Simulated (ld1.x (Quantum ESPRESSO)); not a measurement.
Values are calculated unless marked as measured or tabulated.
Pseudopotentials across the periodic table

Generated with ld1.x 7.5 (TM, RRKJ, ultrasoft, PAW), atompaw 4.2 or ONCVPSP 4.0.1. The cutoff is in Ry: for ld1.x and atompaw files where the sum of valence levels is converged to 10 mRy in a Bessel basis, for ONCV files where the hardest occupied wave has 1 mHa per electron of residual kinetic energy. The error is the largest all-electron minus pseudo excitation energy over each file’s own four to seven test configurations (ionisations up to +4, promotions, holes and added fractions of an electron), all of which were solved. The labels leave out finer settings (local radius, basis sizes, second energies), which also bear on the numbers. Spin-polarised tests are not counted. The rows are a selection from randomly drawn settings: files with unsolved tests, undetermined cutoffs or missed reference levels are left out.

```csv
element,potential,cutoff (Ry),largest error (meV),bound ghosts
Li,"ultrasoft, LDA (PZ), non-relativistic, rc 2.95/4.25/4.50 (spd), local smoothed, core correction yes, reference 2s1 2p0",6,+5.4,none
B,"RRKJ, PBE, scalar-relativistic, rc 1.20/2.15 (sp), local smoothed, core correction yes, reference 2s1 2p2",25,+174,none
F,"ultrasoft, PBEsol, non-relativistic, rc 0.65/1.05/1.05 (spd), local smoothed, core correction no, reference 2s2 2p5",80,+32,none
Ne,"TM, PBE, non-relativistic, rc 0.70/1.20 (sp), local s, core correction yes, reference 2s2 2p4.5",200,+997,none
V,"PAW, BLYP, scalar-relativistic, rc 1.70/1.60/1.35 (spd), local smoothed, core correction yes, reference 3s2 3p6 3d3 4s1.75 4p0",55,+7.0,none
As,"PAW, PW91, scalar-relativistic, rc 1.65/2.00/2.20 (spd), local smoothed, core correction yes, reference 4s2 4p2",12,-101,none
Cd,"TM semilocal, PBE, scalar-relativistic, rc 2.30/2.85/1.65 (spd), local p, core correction yes, reference 4d10 5s1 5p0",70,-455,none
```

Question: Fill in the row for F: PAW, LDA (PZ), scalar-relativistic, rc 0.95/1.15/1.05 (spd), local smoothed, core correction yes, reference 2s1.5 2p5.5.

Answer: cutoff 55 Ry, largest error -2.0 meV, bound ghosts: none.

Question: Fill in the row for Ga: ultrasoft, LDA (PZ), scalar-relativistic, rc 2.00/2.30/1.85 (spd), local smoothed, core correction no, reference 4s1 4p2.

Answer: cutoff 6 Ry, largest error +83 meV, bound ghosts: none.
